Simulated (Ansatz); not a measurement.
C2H4FNSi can be A, `N#C[SiH2]CF`, or B, `C[SiH](F)C#N`.

Calculated with Ansatz (gas phase, PBE0-D4/def2-TZVP geometries, no zero-point term in ΔE). CCSD(T)/CBS adds triple-zeta CCSD(T) − MP2 to the extrapolated MP2 energy (def2 sets, frozen cores). Functionals use def2-TZVPP. B3LYP here is the variant with VWN-RPA as its local correlation; programs differ in this. One conformer a species, not always the lowest.

(1) Which is lower in electronic energy at CCSD(T)/CBS, and by how much? (An estimate is asked.)

(2) Give E(B) − E(A) in kJ/mol with CCSD/def2-TZVPP, B2PLYP, CCSD(T)/def2-TZVPP, PBE0-D4, ωB97M-V, LDA (SPW92), B3LYP-D4. (Best estimate.)

(3) Does the order hold for the free energy at 298.15 K (harmonic terms from PBE0-D4)? (An estimate is asked.)

Largest T1 diagnostic: 0.013.

Answers

(1) Computed: B, by 261.8 kJ/mol.

(2) The calculation gave: CCSD/def2-TZVPP -259.1, B2PLYP -257.6, CCSD(T)/def2-TZVPP -258.0, PBE0-D4 -249.1, ωB97M-V -255.6, LDA (SPW92) -244.7, B3LYP-D4 -250.3. None reverses the order clearly.

(3) The calculation gave: Yes: G(B) − G(A) = -256.2 kJ/mol, for one conformer each.

At CCSD(T), def2-SVP lies +25.7 kJ/mol from the extrapolated value and def2-TZVPP +3.8 kJ/mol. From PBE to PBE0 (25 % exact exchange), in def2-TZVPP and without D4, E(B) − E(A) moves by −8.3 kJ/mol.
